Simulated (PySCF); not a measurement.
ReF6, SMILES [F][Re+]([F])([F])([F])([F])[F], charge +1, multiplicity 1. Geometry optimised at B3LYP-D3(BJ)/def2-SVP. The spin state was assumed, not searched. The isomer is the one that the SMILES or the coordinates give; other isomers of the formula were not compared. The def2 effective core potentials stand for the cores of Re; spin–orbit coupling is left out.

Computed equilibrium geometry at B3LYP-D3(BJ)/def2-SVP (PySCF confirms it by a frequency run) as Cartesian coordinates in Å, and its point group:
point group Oh.
```xyz
7

Re     0.0000     0.0000     0.0000
F      0.0000     1.8051     0.0000
F      0.0000    -1.8051     0.0000
F      0.0000     0.0000    -1.8051
F      1.8051     0.0000     0.0000
F     -1.8051     0.0000     0.0000
F      0.0000     0.0000     1.8051
```
Charge +1, spin multiplicity 1.
